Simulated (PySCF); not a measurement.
Electron correlation in S⁺ (sulfur, charge +1)

[Ne] 3s2 3p2 4s1, high-spin 4P determinant (an excited configuration). Computed with PySCF 2.14 in aug-cc-pVQZ-DK (7s6p4d3f2g, 84 functions), with scalar relativity by spin-free X2C-1e. Frozen: [Ne]; 5 electrons correlated.

| level | correlation energy (mhartree) |
| --- | --- |
| CCSD | -105.29 |
| (T) | -3.75 |
| CCSD(T) | -109.04 |

Diagnostics: T1 = 0.016, D1 = 0.0456, largest double amplitude 0.098.

Is a single reference adequate?

Mostly. T1 lies below 0.03, but a double amplitude of this size points to a near-degeneracy that CCSD handles and MP2 describes poorly.
